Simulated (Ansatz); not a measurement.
A geometry relaxed with Ansatz (a first-principles code) with PBE-D3(BJ)/def2-TZVP, charge 0, multiplicity 1:

```xyz
13

H      1.3480     1.1423     1.0993
H     -1.2568    -0.3501     1.8398
C     -0.9173    -0.7847    -0.7777
C     -0.3579     0.2577     1.9559
H     -1.8547    -0.2556    -0.5450
H      1.0751     0.0855    -2.4315
H      2.0444     1.0294    -1.1504
H     -0.9176    -1.7109    -0.1819
C      0.2789     0.0668    -0.4520
H     -0.1502     0.6408     2.9551
H     -0.9302    -1.0582    -1.8401
C      1.1788     0.4108    -1.3954
C      0.4595     0.5264     0.9239
```

Problem. Write the SMILES of this molecule.

Solution. `C=CC(=C)C`
